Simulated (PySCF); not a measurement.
C6H14Si.
Cartesian coordinates in Å at the PBE0-D3(BJ)/def2-SVP level; atoms count from 1:
```
atom  x, y, z in Å
C1    -2.1605    0.4212    1.3239
C2    -1.1712    0.3966    0.1693
C3    -0.8225   -1.0263   -0.2911
C4     0.2467   -0.9576   -1.3907
Si5    1.3694    0.4670   -0.8198
C6     3.0107   -0.0943   -0.0949
C7     0.1516    1.1223    0.4817
H8    -1.7416   -0.0920    2.2057
H9    -3.1038   -0.0834    1.0602
H10   -2.4026    1.4525    1.6234
H11   -1.6375    0.9093   -0.6942
H12   -0.4288   -1.5852    0.5787
H13   -1.7263   -1.5669   -0.6199
H14    0.7685   -1.9159   -1.5370
H15   -0.2143   -0.6954   -2.3580
H16    1.6336    1.4555   -1.9160
H17    3.5625    0.7533    0.3412
H18    2.8500   -0.8394    0.7003
H19    3.6497   -0.5516   -0.8663
H20    0.0344    2.2168    0.4972
H21    0.5063    0.8270    1.4865
```

Method: PySCF 2.14.0, density-fitted response routines, TDDFT B3LYP/def2-SVPD, vertical, gas phase, core orbitals frozen in the response.

| state | E (eV) | E (kJ/mol) | λ (nm) | f | \|μ\| (D) | main configurations (H = HOMO, L = LUMO) |
| --- | --- | --- | --- | --- | --- | --- |
| S1 | 7.16 | 691 | 173.1 | 0.021 | 0.87 | H→L (97%) |
| S2 | 7.47 | 721 | 165.9 | 0.023 | 0.91 | H→L+1 (69%), H-1→L (28%) |
| S3 | 7.50 | 724 | 165.3 | 0.0060 | 0.46 | H-1→L (62%), H→L+1 (24%), H→L+2 (11%) |
| S4 | 7.69 | 742 | 161.3 | 0.059 | 1.42 | H→L+2 (84%) |
| S5 | 7.80 | 752 | 159.0 | 0.017 | 0.76 | H-1→L+1 (92%) |
| S6 | 7.89 | 761 | 157.1 | 0.020 | 0.81 | H→L+3 (91%) |

The lowest singlet comes at 173 nm (691 kJ/mol) in the vacuum ultraviolet; it is weak; its leading configuration is HOMO→LUMO (97%). The strongest level in the table is S4 at 7.69 eV (161 nm, f = 0.059). Löwdin shares by element: HOMO carbon 52% or more, silicon 20% (atoms not listed hold the other 28%); LUMO carbon 24% or more, silicon 14% (atoms not listed hold the other 63%). Orbital energies (eV): HOMO-3 -8.67, HOMO-2 -8.42, HOMO-1 -7.98, HOMO -7.64, LUMO 0.38, LUMO+1 0.68, LUMO+2 0.88. The listed states span 0.73 eV, and the widest gap between neighbours is 0.31 eV (S1 to S2). Of the 6 states listed, 5 reach f = 0.01 and none stays under 0.0005. Only the lowest 6 singlets were computed, as vertical energies without vibronic structure.

One conformer stands for the species.
